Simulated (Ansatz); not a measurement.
Cost and result for the atomization energy of GeH₈N₂OSi, SMILES `[NH2][GeH2][SiH](N)O` (13 atoms, 12 bonds).

```xyz
13

N    -1.022   -0.758   -2.157
Ge   -0.559   -1.230   -0.431
Si    0.816    0.517    0.404
N     0.859    0.466    2.110
O     0.103    1.846   -0.285
H    -1.765   -1.313   -2.560
H    -1.279    0.219   -2.222
H    -1.784   -1.434    0.506
H     0.158   -2.592   -0.509
H     2.247    0.455   -0.001
H     0.035    0.362    2.678
H     1.657    0.766    2.642
H     0.535    2.695   -0.175
```

The species carries charge 0 and has multiplicity 1. Correlated methods include outer-core shells of Ge, which these sets cover unevenly. Scalar relativity is left out up to krypton. The structure was optimised at the PBE0-D4/def2-TZVP level. It is one conformer, not always the lowest. Program: Ansatz. All runs use 2 threads of an AMD EPYC 7R13 on a shared host and a share of an NVIDIA H100 80 GB. Times are those of one run each, without the atoms' runs, and a repeat can differ threefold. Electronic energies, without spin–orbit coupling; frozen cores. CCSD(T)/CBS adds CCSD(T) − MP2 in def2-TZVPP to the MP2 limit, and its time is that of the two runs behind it. T1 = 0.011. With those shells the extrapolation isn't a true limit. B3LYP takes the VWN-RPA correlation (the form of Gaussian; ORCA's B3LYP/G).

CCSD(T)/CBS is a level of theory with its own doubt, some kJ/mol a heavy atom from the limit and from the frozen cores, so smaller differences don't rank the functionals.

| level | functions | wall time | atomization (kJ/mol) | difference from CCSD(T)/CBS | per bond |
| --- | --- | --- | --- | --- | --- |
| B2PLYP/def2-TZVPP | 295 | 2.5 s | 4250.7 | -75.0 | -6.2 |
| ωB97X-V/def2-TZVPP | 295 | 3.5 s | 4335.2 | 9.5 | 0.8 |
| ωB97M-V/def2-TZVPP (with forces) | 295 | 4.2 s | 4311.8 | -13.9 | -1.2 |
| PBE0-D4/def2-TZVPP | 295 | 4.7 s | 4260.5 | -65.2 | -5.4 |
| r2SCAN-D4/def2-TZVPP (with forces) | 295 | 4.8 s | 4284.8 | -40.9 | -3.4 |
| MP2/def2-QZVPP | 570 | 6 s | 4306.6 | -19.1 | -1.6 |
| B3LYP-D4/def2-TZVPP (with forces) | 295 | 6.5 s | 4304.8 | -20.9 | -1.7 |
| PBE-D4/def2-TZVPP (with forces) | 295 | 8 s | 4342.3 | 16.6 | 1.4 |
| CCSD(T)/def2-TZVPP | 295 | 8 s | 4189.6 | -136.1 | -11.3 |
| CCSD(T)/CBS(def2) | – | 14 s | 4325.7 | 0.0 | 0.0 |

The D4 term adds +45.3 kJ/mol with B3LYP and +24.0 kJ/mol with PBE0; it sums over pairs of atoms, weighted by their polarisabilities, and B3LYP, whose exchange is more repulsive, gets the larger term. From PBE to PBE0 (25 % exact exchange), in def2-TZVPP and without D4, the atomization energy moves by −77.7 kJ/mol: exact exchange takes away binding that semilocal exchange gives to molecules. In def2-TZVPP, CCSD(T) changes the Hartree–Fock value by +1242.5 kJ/mol (the triples alone add +63.0 kJ/mol) and MP2 by +1278.4 kJ/mol; breaking electron pairs costs correlation energy, which Hartree–Fock lacks.
